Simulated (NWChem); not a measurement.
System: SiH$_{4}$O$_{4}$; SMILES O[Si](O)(O)O

NWChem input:

```
start job
memory heap 200 mb stack 900 mb global 1100 mb
geometry units angstroms noautosym nocenter noautoz
  O     -0.264927    -1.379169     0.867021
  Si     0.000000     0.000000     0.000000
  O      1.379169    -0.264927    -0.867021
  O     -1.379169     0.264927    -0.867021
  O      0.264927     1.379169     0.867021
  H      0.542021    -1.832967     1.148635
  H      1.832967     0.542021    -1.148635
  H     -1.832967    -0.542021    -1.148635
  H     -0.542021     1.832967     1.148635
end
basis spherical
  * library def2-svp
end
dft
  xc m05-2x
  iterations 150
end
cosmo
  do_cosmo_smd true
  solvent cychexon
end
task dft energy
```

Geometry: optimised at B3LYP/6-31G* (spherical d). Solvent: cyclohexanone.

Level: M05-2X/def2-SVP with SMD (1 M gas to 1 M solution), gas-phase geometry. Reactions with the solvent are ignored.

Predict the main results of this run. (M05-2X/def2-SVP, SMD on the gas-phase geometry.) Quantities: solvation free energy (kcal/mol); cavity-dispersion-structure term (kcal/mol).

The solvation free energy (kcal/mol) comes out as -8.4. The cavity-dispersion-structure term (kcal/mol) is -2.3.
